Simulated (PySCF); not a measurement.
## Electronic structure of Ba (barium, neutral) at the UHF level

Configuration: [Xe] 6s2, closed-shell 1S. Computed with PySCF 2.14 in def2-SVP with the def2 core potential (46 electrons), with a scalar-relativistic core potential.

```
Total energy             : -25.070895 hartree
One-electron energy      : -41.0820 hartree
Hartree (Coulomb) energy : 19.1884 hartree
Exchange energy          : -3.1773 hartree
⟨S²⟩                     : 0.0000
⟨L²⟩                     : 0.000
Sum of ⟨r⟩               : 25.52 bohr
Sum of ⟨r²⟩              : 91.61 bohr²
Time after the integrals : 0.06 s of wall time on 1 thread of Neoverse-V1 (shared host)
```

| shell | electrons | mean orbital energy (eV) | rms radius, mean of both spins (bohr) |
| --- | --- | --- | --- |
| 5s | 2 | -44.315 | 1.78 |
| 5p | 6 | -24.848 | 2.07 |
| 6s | 2 | -4.409 | 5.45 |

Energies and moments cover only the electrons outside the core potential. Spin-orbit coupling, which splits the p, d and f shells strongly at this Z, is absent.
